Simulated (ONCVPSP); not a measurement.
# Sn (Z = 50): one change to an ONCV potential, before and after

ONCVPSP 4.0.1 input, shortened (lines: element, Z, core and valence counts, functional; n l f; lmax; l rc ep ncon nbas qcut; lloc lpopt rc5 dvloc0; l nproj debl; icmod fcfact rcfact), LDA (Perdew-Wang 92), scalar-relativistic:

```
  Sn 50.00    6    5  -001012      upf
    1    0    2.00
    2    0    2.00
    2    1    6.00
    3    0    2.00
    3    1    6.00
    3    2   10.00
    4    0    2.00
    4    1    6.00
    4    2   10.00
    5    0    2.00
    5    1    2.00
    2
    0    1.50    0.00    5    8   10.50
    1    1.15    0.00    4    7   11.70
    2    1.55    0.00    4    9   11.60
    4    5    1.00    0.00
    0    2    1.60
    1    2    1.60
    2    2    2.40
    1    0.35    0.00
```

All-electron outer shells of the reference configuration (LDA (PZ), scalar-relativistic, ld1.x):

```json
{"shell": "3p", "level (eV)": "-698.39", "outermost node (bohr)": "0.14", "outermost maximum (bohr)": "0.30"}
{"shell": "3d", "level (eV)": "-473.70", "outermost node (bohr)": "–", "outermost maximum (bohr)": "0.25"}
{"shell": "4s", "level (eV)": "-133.65", "outermost node (bohr)": "0.40", "outermost maximum (bohr)": "0.74"}
{"shell": "4p", "level (eV)": "-89.56", "outermost node (bohr)": "0.41", "outermost maximum (bohr)": "0.79"}
{"shell": "4d", "level (eV)": "-25.90", "outermost node (bohr)": "0.39", "outermost maximum (bohr)": "0.88"}
{"shell": "5s", "level (eV)": "-10.81", "outermost node (bohr)": "0.98", "outermost maximum (bohr)": "2.01"}
{"shell": "5p", "level (eV)": "-3.87", "outermost node (bohr)": "1.09", "outermost maximum (bohr)": "2.55"}
```

Change: all radii but the core radius scaled by about 1.08 (s 1.62, p 1.24, d 1.66 bohr); local potential polynomial inside 1.08 bohr (lpopt 5, dvloc0 0 Ha).

Cutoffs: the cutoffs (Ha) at which the residual kinetic energy of the hardest occupied pseudo-wave falls to 1 and 0.1 mHa per electron; they do not see the model core or the augmentation charge, which bear on the density cutoff. Errors are all-electron minus pseudo energies relative to the spin-unpolarised reference configuration.

Problem. How do hardness, ghosts and transferability respond?

Solution. The potential gets softer (50 Ha and 59 Ha → 44 Ha and 53 Ha); the errors of the 4 common tests hardly move; neither file shows a bound ghost. A larger radius leaves more room for a smooth pseudo-wave, so fewer plane waves are needed.

```tsv
quantity	base	changed
cutoff, loose	50 Ha	44 Ha
cutoff, tight	59 Ha	53 Ha
loose cutoff by channel	s 38 Ha, p 50 Ha, d 42 Ha	s 34 Ha, p 44 Ha, d 40 Ha
bound ghosts	none	none
GHOST(+) flags under 300 eV	s at 286.8 eV	none
error for 4s2 4p6 4d10 5s2 5p1, meV [ΔE 7.09 eV]	-1.3	-1.3
error for 4s2 4p6 4d10 5s2 5p0, meV [ΔE 21.35 eV]	-4.1	-4.2
error for 4s2 4p6 4d10 5s1 5p0, meV [ΔE 52.80 eV]	-11	-12
error for 4s2 4p6 4d10 5s2 5p1.5, meV [ΔE 2.71 eV]	-0.4	-0.5
rms error of d²Exc/dni dnj with the model core, mHa	0.50	0.71
```
